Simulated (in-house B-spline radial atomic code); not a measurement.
**RPA and G0W0 on PBE0: the chlorine ion Cl⁵⁺**

Configuration [Ne] 3s2, mean-field start PBE0. Computed with a B-spline radial code for spherical atoms: all electrons, non-relativistic, point nucleus, each spin shell either full or empty, empty states to l = 9 with an (l + 1/2)⁻⁴ tail; G0W0 by contour deformation at full frequency.

Command:
```bash
python run_gw.py task.json out
```
Settings (radii: box in bohr, nucleus in fm):
```
Z                        17
electrons                12
configuration            [Ne] 3s2
hamiltonian              nr
method                   pbe0
lmax                     9
spin_polarised           False
box_radius               10.43
intervals                47
ion_configuration        [Ne] 3s1
```

Time taken, with all properties: 2.8 s on 1 thread of Arm Neoverse N1, with other jobs on the host.

Energies (hartree):

```json
{"term": "mean-field total", "value": "-452.75792"}
{"term": "Hartree-Fock functional on these orbitals", "value": "-452.40572"}
{"term": "direct second order", "value": "-0.83168"}
{"term": "second-order exchange", "value": "0.30337"}
{"term": "SOSEX correction", "value": "0.27351"}
```

Q: What is the RPA correlation energy, and what remains with SOSEX?

A: RPA gives -0.73972 hartree (-1.68 eV per electron); RPA + SOSEX gives -0.46621, and the second-order doubles -0.52831 hartree (no singles). RPA lacks exchange-type terms and so overcorrelates at short range.

Quasi-particle levels (eV):

| level | occupied | mean field | Σx - vxc | Σc | QP weight | G0W0 |
| --- | --- | --- | --- | --- | --- | --- |
| 3s | yes | -90.84 | -4.01 | ? | ? | ? |
| 2p | yes | -283.42 | -20.21 | 4.06 | 0.943 | -299.57 |
| 3p | no | -72.84 | 6.58 | -1.89 | 0.953 | -68.16 |

G0W0 = mean field + (Σx - vxc) + Σc, with Σc (partial-wave tail included) taken at the quasi-particle energy. Levels of low weight are left out.

Q: Where does G0W0 put 3s?

A: At -97.09 eV, with Σc = -2.24 eV and a quasi-particle weight of 0.962. The tabulated removal energy is 96.94 ± 0.04 eV (NIST, semi-empirical); the calculation leaves out relativity, Breit and QED terms, and what these don't explain is the method's own error.

Q: What does it cost to remove one electron (to [Ne] 3s1) by differences of total energies, each species on its own start (correlation terms add to the Hartree-Fock functional)?

A: PBE0 96.34 eV, Hartree-Fock functional 94.67 eV, + RPA 96.99 eV, + RPA + SOSEX 96.37 eV, + second order 96.99 eV. Tabulated: 96.94 ± 0.04 eV (NIST, semi-empirical); the calculation leaves out relativity, Breit and QED terms, and what these don't explain is the method's own error.
